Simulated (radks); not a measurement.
Ne4+, 6 electrons, occupied as [He] 2s2 2p2 (the NIST ground configuration).

All-electron calculation, non-relativistic Kohn-Sham, PBEsol, spin-polarised, spherical densities, point nucleus; open shells are filled with parallel spins first. Program: a radial shooting solver on a logarithmic mesh with Libxc functionals.

Energy parts (eV):
part                     energy
total                 -3273.620
kinetic                3268.641
electron-nucleus      -7259.931
Hartree                 969.777
exchange-correlation   -252.107

Orbitals (lengths in bohr, moments of r in powers of bohr; r(max) is where P^2 peaks; r(90%) holds 90 % of the orbital's charge):
[
 {"orbital": "1s up", "occ.": "1", "eigenvalue (eV)": "-949.4145", "r(max)": "0.1031", "r(90%)": "0.283", "<r^2>": "0.03378"},
 {"orbital": "1s down", "occ.": "1", "eigenvalue (eV)": "-946.5073", "r(max)": "0.1029", "r(90%)": "0.282", "<r^2>": "0.03354"},
 {"orbital": "2s up", "occ.": "1", "eigenvalue (eV)": "-133.0045", "r(max)": "0.6300", "r(90%)": "1.18", "<r^2>": "0.6829"},
 {"orbital": "2s down", "occ.": "1", "eigenvalue (eV)": "-126.4328", "r(max)": "0.6369", "r(90%)": "1.20", "<r^2>": "0.7083"},
 {"orbital": "2p up", "occ.": "2", "eigenvalue (eV)": "-111.8012", "r(max)": "0.5352", "r(90%)": "1.15", "<r^2>": "0.6039"},
 {"orbital": "2p down", "occ.": "0", "eigenvalue (eV)": "-104.5552", "r(max)": "0.5458", "r(90%)": "1.19", "<r^2>": "0.6393"},
 {"orbital": "3s up", "occ.": "0", "eigenvalue (eV)": "-41.6907", "r(max)": "1.902", "r(90%)": "3.02", "<r^2>": "4.861"}
]

The highest occupied level is 2p up at -111.80 eV. Summed over all electrons, <r^2> = 2.666 bohr^2, which gives a Langevin (diamagnetic) susceptibility term of -2.11 x 10^-6 cm^3/mol. The spin density at the nucleus is -0.213 e/bohr^3 (1s -1.316, 2s 1.103), a Fermi contact field of -11.2 T. The density falls to 0.001 e/bohr^3 at r = 2.00 bohr. Virial ratio -V/T = 2.00152.
